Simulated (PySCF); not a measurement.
Si(F)3(Et) (C2H5F3Si), SMILES CC[Si](F)(F)F. Geometry: B3LYP-D3(BJ)/def2-SVP. Other conformers were not sampled.

**Question.** Give the equilibrium geometry at B3LYP-D3(BJ)/def2-SVP (PySCF confirms it by a frequency run) as Cartesian coordinates in Å. (The exact figures need the calculation; the answer reports its results.)

**Answer.** This is not unique; one that fits is 
```xyz
11

C     -2.3457     0.1983     0.4175
C     -1.2279    -0.8232     0.1513
Si     0.4267    -0.0427    -0.0765
F      0.4364     0.9761    -1.3233
F      1.5846    -1.1272    -0.3428
F      0.8640     0.8092     1.2181
H     -2.1426     0.7828     1.3284
H     -2.4433     0.9088    -0.4181
H     -3.3177    -0.3009     0.5487
H     -1.1475    -1.5461     0.9819
H     -1.4455    -1.4206    -0.7512
```
Charge 0, spin multiplicity 1.
